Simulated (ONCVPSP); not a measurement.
# What the settings do to the ONCV potential of Ho (Z = 67)

Base potential:

Ho, optimised norm-conserving Vanderbilt (ONCV), made with ONCVPSP 4.0.1 (LDA (Perdew-Zunger), scalar-relativistic). Core [Kr] 4d10 4f10, reference 5s2 5p6 5d1 6s1 (charge +1). Waves: 5s+6s: rc 2.45 bohr, ncon 5, nbas 8, qcut 5.9 1/bohr, 2 projectors; 5p: rc 1.80 bohr, ncon 4, nbas 8, qcut 6.1 1/bohr, 3 projectors, debl 0.5 Ha; 5d: rc 3.25 bohr, ncon 4, nbas 9, qcut 5.9 1/bohr, 1 projector; f scattering state at 0.15 Ha: rc 2.60 bohr, ncon 4, nbas 7, qcut 4.7 1/bohr, 2 projectors, debl 4 Ha. Local part: polynomial inside 1.75 bohr (lpopt 5, dvloc0 6 Ha). Core correction: Teter function, fcfact 4.25, rcfact 1.6.

In the p channel the program set the typed energies aside and used -1.317, 0.250, 0.750 Ha.

All-electron outer shells of the reference configuration (LDA (Perdew-Zunger), scalar-relativistic, ld1.x):

```csv
shell,level (eV),outermost node (bohr),outermost maximum (bohr)
5s,-61.15,0.61,1.13
5p,-35.84,0.66,1.28
4f,-16.16,–,0.52
6s,-9.95,1.51,3.07
5d,-8.46,0.74,1.88
```

Cutoffs, loose and tight: the cutoffs (Ha) at which the residual kinetic energy of the hardest occupied pseudo-wave falls to 1 and 0.1 mHa per electron. They do not see the model core or the augmentation charge, which bear on the density cutoff. Test errors are all-electron minus pseudo excitation energies from the reference, over the configurations 5s2 5p6 5d1 6s2; 5s2 5p6 5d1 6s0; 5s2 5p6 5d0 6s0; 5s2 5p6 5d1 6s1.5. A dash means not determined; rows that change the core or the reference have their own tests.

For the base: The cutoffs count occupied waves only; projector 2 of the f channel, the hardest unoccupied one, needs 37 Ha at the loose tolerance.

A true bound ghost makes a file unfit for plane-wave use even where its test errors are small: the radial tests pick states by their node count and pass the ghost by.

| change | outcome | cutoff, loose | cutoff, tight | bound ghosts | GHOST(+) flags above zero | largest test error (meV) |
| --- | --- | --- | --- | --- | --- | --- |
| base | generated, projector energies reset by the program | 14 Ha | 19 Ha | none | p | -54 |
| local potential polynomial inside 1.45 bohr (lpopt 5, dvloc0 2 Ha) | generated, projector energies reset by the program | 14 Ha | 19 Ha | none | p | -54 |
| d: ncon 5, nbas 10 | generated, projector energies reset by the program | 14 Ha | 19 Ha | none | p | -55 |

What comes out with this change to the base: core [Kr], valence charge 31; reference 4d10 4f10 5s2 5p6 5d1 6s2; waves now 5s+6s: rc 2.05 bohr, ncon 4, nbas 7, qcut 5.1 1/bohr, 2 projectors; 5p: rc 1.80 bohr, ncon 4, nbas 7, qcut 8.6 1/bohr, 2 projectors, debl 3.6 Ha; 4d+5d: rc 0.80 bohr, ncon 4, nbas 8, qcut 19.1 1/bohr, 2 projectors; 4f: rc 1.35 bohr, ncon 4, nbas 8, qcut 12.7 1/bohr, 3 projectors, debl 2.3 Ha; local potential polynomial inside 0.60 bohr (lpopt 5, dvloc0 0 Ha)?

outcome: generated; cutoff, loose: 130 Ha; cutoff, tight: 149 Ha; bound ghosts: s, p; GHOST(+) flags above zero: s; largest test error (meV): +195 over the solved tests; 2 of 4 tests not solved or not reliable.
